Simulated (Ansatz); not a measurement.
Several settings on one geometry of (NaSH)2 ring (Na₂H₂S₂) (that of the charge 0 singlet, PBE0-D4/def2-SVP). Ansatz on 4 threads of Arm Neoverse V1 on a shared host; times are rough.

```xyz
6

Na    1.208    1.027    0.232
S     0.945   -0.715   -1.754
Na   -1.206   -1.030   -0.231
S    -0.945    0.715    1.753
H     0.410    0.120   -2.674
H    -0.412   -0.117    2.675
```

Totals from different functionals, basis sets or treatments of relativity can't be compared as stabilities.

Scalar relativity in a set contracted without it gives distorted totals.

Problem. Give the basis size and estimate the energy, ⟨S²⟩, dipole and time of these runs.

| run | method | charge | state | further keys |
| --- | --- | --- | --- | --- |
| 1 | RKS rPW86-PBE-rVV10/def2-mTZVP | 0 | singlet | – |
| 2 | RKS RPBE/6-31G | 0 | singlet | nuclear_model: gaussian; pseudopotentials: {relativity: scalar}; accuracy: high; scf: {omitted_lower_state_checks: [starts]}; forces asked |
| 3 | RKS ωB97M-V/def2-SVP | 0 | singlet | scf: {omitted_lower_state_checks: [starts]}; forces asked |

Solution. 
```
run  functions  energy (Eh)  ⟨S²⟩  dipole (D)  wall time
  1         78   -1123.2252     –           –      3.6 s
  2         56   -1124.4148     –        0.01      2.6 s
  3         76   -1121.8707     –        0.01        5 s
```
